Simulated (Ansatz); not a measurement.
Geometry optimisation, RKS B3LYP-D4/def2-SVP (Ansatz 0.2.0).

The input (input.yaml):

```yaml
crystal:
  periodic: [false, false, false]
  atoms:
    - { symbol: C, position_ang: [-2.1074, 0.1305, -0.5611] }
    - { symbol: C, position_ang: [-0.8767, -0.1212, -0.4011] }
    - { symbol: O, position_ang: [-0.3442, -1.1547, -1.1599] }
    - { symbol: O, position_ang: [-0.0536, 0.6336, 0.5202] }
    - { symbol: Ge, position_ang: [1.6353, 0.3306, 0.8499] }
    - { symbol: F, position_ang: [2.1826, 1.4935, 2.0835] }
    - { symbol: H, position_ang: [-2.59, 0.9776, -0.0038] }
    - { symbol: H, position_ang: [-2.7178, -0.3643, -1.2876] }
    - { symbol: H, position_ang: [0.6622, -1.4127, -1.0198] }
    - { symbol: H, position_ang: [2.4547, 0.5386, -0.4097] }
    - { symbol: H, position_ang: [1.8202, -1.1083, 1.4101] }
basis:
  gaussian: { orbitals: def2-SVP }
hamiltonian:
  xc: b3lyp
  dispersion: d4
relax:
  f_tol: 0.02
  max_steps: 50
```

Run as:

```bash
$ ansatz run input.yaml --threads 2 --pin off --max-ram 3072MiB --backend cpu --events-out ev --progress --plain --runs-dir out
```

Task: Where does it end, and by what steps?

Result: The forces met the threshold. After 34 steps the energy has fallen by 1.147 eV; O4 moved furthest, 1.53 Å.

```tsv
step	energy less start (eV)	largest force component (eV/Å)	accepted
0	0.0000	5.725	yes
2	-0.6601	0.628	yes
4	-0.6859	1.290	no
6	-0.7227	0.648	yes
8	-0.8390	0.653	yes
10	-0.9466	0.229	yes
12	-0.9692	0.185	yes
14	-0.9762	0.193	yes
16	-0.9792	0.215	yes
18	-0.9822	0.082	yes
20	-0.9867	0.264	yes
22	-1.0087	0.199	yes
24	-1.0373	0.625	yes
26	-1.1103	0.303	yes
28	-1.1115	1.263	no
30	-1.1442	0.170	yes
32	-1.1469	0.041	yes
34	-1.1470	0.007	yes
```

```xyz
11
Properties=species:S:1:pos:R:3
C -1.430 0.515 -0.483
C -0.741 -0.632 -0.386
O -1.069 -1.748 -1.067
O 0.356 -0.833 0.398
Ge 1.539 0.479 0.723
F 0.760 1.650 1.754
H -1.187 1.365 0.152
H -2.284 0.572 -1.157
H -0.404 -2.420 -0.861
H 1.881 1.191 -0.588
H 2.644 -0.195 1.537
```

Whether the end is a true minimum wasn't checked by a vibrational analysis.

Time of the run: 110 s on 2 threads of Intel(R) Xeon(R) Platinum 8488C (Sapphire Rapids), with other jobs on the host, peak memory 0.36 GiB.
